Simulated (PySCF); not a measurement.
A structure optimised at PBE-D3(BJ)/def2-SVP, used in a PySCF frequency run:

```xyz
13

C      1.7174     0.9768    -0.6567
Si     0.9191    -0.5969    -0.0446
F      1.2404    -0.7058     1.5690
N     -0.7952    -0.6159    -0.3444
Si    -1.9830     0.6734    -0.2227
H      1.5714     1.0967    -1.7490
H      1.2942     1.8673    -0.1504
H      2.8063     0.9560    -0.4497
H      1.4876    -1.8396    -0.6626
H     -1.1894    -1.5584    -0.4407
H     -2.8363     0.7433    -1.4625
H     -1.2313     1.9636    -0.0665
H     -2.9096     0.5020     0.9535
```

### Question
Write its SMILES and formula.

### Answer
C[Si@@H](F)N[SiH3], CH8FNSi2

### Question
What are its rotational constants (standard atomic weights)?

### Answer
4.6579, 1.7267, 1.5059 GHz
